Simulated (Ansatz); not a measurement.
Several settings on one geometry of SbMe2I (C2H6ISb) (that of the charge 0 singlet, B3LYP-D4/def2-SVP). Ansatz on 2 threads of Arm Neoverse V2 on a shared host; times are rough.

```xyz
10

Sb   -0.316   -0.545    1.180
C     1.546   -0.515    0.030
H     1.320   -0.499   -1.045
H     2.143   -1.406    0.271
H     2.112    0.389    0.307
C    -1.216    1.085    0.029
H    -2.289    1.147    0.256
H    -1.073    0.905   -1.046
H    -0.727    2.028    0.319
I    -1.499   -2.589   -0.301
```

Totals from different functionals, basis sets or treatments of relativity can't be compared as stabilities.

In the def2 sets I, Sb take a core potential; there is no spin–orbit coupling. Correlated methods freeze 10 core orbitals; core or outer-core shells of Sb, I are correlated, in sets that lack core-valence functions.

The spins typed aren't always the lowest for that charge.

Problem. Give the basis size and estimate the energy, ⟨S²⟩ and time of these runs.

| run | method | charge | state | further keys |
| --- | --- | --- | --- | --- |
| 1 | UKS revPBE0-D3(BJ)-ATM/def2-mTZVP | 1 | doublet | scf: {lower_state_search: off} |
| 2 | UHF, rpa/def2-SVPD | 1 | doublet | scf: {lower_state_search: off} |
| 3 | RKS B2PLYP/def2-SVP | 0 | singlet | point_charges: [{charge: 0.50, position_ang: [5.886, -0.991, -0.794]}]; scf: {omitted_lower_state_checks: [starts]}; forces asked |
| 4 | RKS PBE-QIDH/def2-SVPD | 0 | singlet | scf: {lower_state_search: off} |

Solution. 
| run | functions | energy (Eh) | ⟨S²⟩ | wall time |
| --- | --- | --- | --- | --- |
| 1 | 128 | -617.5276 | 0.76 | 5.5 s |
| 2 | 155 | -615.4534 | 0.82 | 9.5 s |
| 3 | 110 | -617.0845 | – | 10 s |
| 4 | 155 | -617.0837 | – | 5 s |
